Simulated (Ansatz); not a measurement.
System: CTa, charge 0, multiplicity 4. The spin state was set by rule; other spins were not relaxed. 
Coordinates optimised at B3LYP-D3(BJ)/def2-TZVP (Ansatz, an electronic-structure program):
```xyz
2

Ta     0.0000     0.0000    -0.1349
C      0.0000     0.0000     1.6416
```
Charge 0, spin multiplicity 4.

Total electronic energies in hartree. Correlated levels leave the core frozen unless marked. UHF or UKS for open shells. No spin-orbit coupling. The frozen core is the preceding noble-gas configuration, with the filled d and f shells of earlier blocks. Past Kr the def2 sets carry scalar-relativistic core potentials. Basis-set limits of correlation are two-point, X^-3; Hartree-Fock from the larger set. The bracket is a focal-point correction in the basis named.

The UHF reference is spin-contaminated (<S^2> 0.58 over the pure value in the largest basis). The T1 diagnostic of CCSD in the largest basis is 0.096, which is high, so the coupled-cluster rows are less sure than usual.

```
level                                                            program  energy (Eh)
--------------------------------------------------------  --------------  -----------
r2SCAN-D3(BJ)/def2-TZVPD                                  Ansatz + dftd3    -94.88367
PBE0-D3(BJ)/def2-TZVPD                                    Ansatz + dftd3    -94.81197
PBE0/def2-TZVP                                                    Ansatz    -94.81036
BHLYP/def2-TZVPD                                                  Ansatz    -94.72238
CAM-B3LYP/def2-TZVPD                                              Ansatz    -94.78683
MP2/CBS(def2-TZVPP,def2-QZVPP)                                    Ansatz     -94.2940
RI-MP2/CBS(def2-TZVPPD,def2-QZVPPD)                               Ansatz     -94.2937
RI-MP2/CBS(def2-TZVPP,def2-QZVPP)+[CCSD(T)-MP2]/def2-SVP          Ansatz     -94.3432
CCSD(T)/CBS(def2-TZVPPD,def2-QZVPPD)                              Ansatz     -94.3438
```

Totals of different functionals don't rank their quality; only differences between species are comparable.
